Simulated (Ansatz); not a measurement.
Cl$_{2}$InO (`[O][In]([Cl])[Cl]`) radical, relaxed with UKS PBE0-D4/def2-TZVP in Ansatz from a PBE-D4/def2-SVP geometry. The force threshold is 0.005 eV/Å; the program also tests the step.

The species carries charge 0 and has multiplicity 2. In takes the def2 core potential.

Start:

```xyz
4

O     0.297    2.038    0.472
In    0.015    0.077    0.023
Cl   -2.156   -0.738   -0.328
Cl    1.844   -1.378   -0.168
```

```
step  energy (eV)  largest force (eV/Å)  largest move (Å)
   1  -32258.3479                 0.673             0.000
   2  -32258.4015                 0.166             0.058
   3  -32258.4037                 0.007             0.015
   4  -32258.4038                 0.005             0.005
   5  -32258.4038                 0.000             0.002
```

End:

```xyz
4

O     0.294    1.977    0.460
In    0.009    0.060    0.014
Cl   -2.128   -0.706   -0.317
Cl    1.825   -1.331   -0.157
```

Hardware: 4 threads of a server CPU on a shared host. Wall time 55 s, peak host memory 0.78 GiB.
